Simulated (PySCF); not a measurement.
CH10Ge3O.
SMILES: `C[O][GeH2][GeH2][GeH3]`

Computed, not measured: TDDFT CAM-B3LYP/def2-SVPD, vertical, gas phase, core orbitals frozen in the response (PySCF). One conformer (not necessarily the lowest) at the PBE0-D3(BJ)/def2-SVP geometry, without solvent, vibrations or thermal averaging. The CAM-B3LYP/def2-SVPD calculation is non-relativistic and has no spin–orbit coupling, an omission that weighs most on germanium. Torsions of this conformer, `[CH3:1][O:2][GeH2:3][GeH2:4][GeH3:5]`: C1–O2–Ge3–Ge4 -63°, O2–Ge3–Ge4–Ge5 61°.

Computed states:

```json
{"state": "S1", "E (eV)": "5.97", "f": "0.029"}
{"state": "S2", "E (eV)": "6.65", "f": "0.378"}
{"state": "S3", "E (eV)": "6.77", "f": "0.028"}
{"state": "S4", "E (eV)": "6.86", "f": "0.084"}
{"state": "S5", "E (eV)": "6.96", "f": "0.036"}
{"state": "S6", "E (eV)": "7.21", "f": "0.077"}
{"state": "S7", "E (eV)": "7.26", "f": "0.065"}
{"state": "S8", "E (eV)": "7.35", "f": "0.021"}
{"state": "S9", "E (eV)": "7.52", "f": "0.036"}
{"state": "S10", "E (eV)": "7.55", "f": "0.081"}
```

Broadening: Gaussians 0.5 eV wide at half height, area fixed by f = 4.319×10⁻⁹ ∫ε dν̃. The width is an assumption, not a result. The curve ends short of the highest state used, and states not computed would add to its high-energy end.

(1) What does the envelope look like, and where are its maxima?

(2) On this curve, what absorbance would a 10⁻⁴ mol/L sample give at 193 nm over a 1 cm path?

(3) Does any computed singlet lie in the visible range?

(4) Coming from long wavelengths, where does ε first pass 100 L mol⁻¹ cm⁻¹?

Answers

(1) 
| E (eV) | ε (L mol⁻¹ cm⁻¹) |
| --- | --- |
| 5.22 | 3 |
| 5.28 | 8 |
| 5.34 | 19 |
| 5.40 | 42 |
| 5.46 | 87 |
| 5.52 | 165 |
| 5.58 | 289 |
| 5.64 | 467 |
| 5.70 | 697 |
| 5.76 | 961 |
| 5.82 | 1228 |
| 5.88 | 1458 |
| 5.94 | 1625 |
| 6.00 | 1739 |
| 6.06 | 1865 |
| 6.12 | 2140 |
| 6.18 | 2763 |
| 6.24 | 3966 |
| 6.30 | 5951 |
| 6.36 | 8808 |
| 6.42 | 12429 |
| 6.48 | 16471 |
| 6.54 | 20386 |
| 6.60 | 23550 |
| 6.66 | 25445 |
| 6.72 | 25819 |
| 6.78 | 24771 |
| 6.84 | 22701 |
| 6.89 | 20600 |
| 6.95 | 18111 |

Maxima: 185 nm (6.70 eV), ε about 26000, made up of S2 (76%) and S4 (13%) (ε in L mol⁻¹ cm⁻¹; maxima over ε = 5, shares over 10%).

(2) 193 nm is 6.424 eV, where ε is about 13000 L mol⁻¹ cm⁻¹, so A = ε c l ≈ 1.3 (Beer–Lambert, with the gas-phase spectrum and the assumed width).

(3) No computed singlet lies in the visible range (380 to 750 nm); the lowest, at 208 nm, stands 2.71 eV above its violet end (3.26 eV).

(4) At about 227 nm (5.47 eV), 0.50 eV below S1.

The vertical ionisation energy (ΔSCF) is 9.30 eV, 1.75 eV above S10.
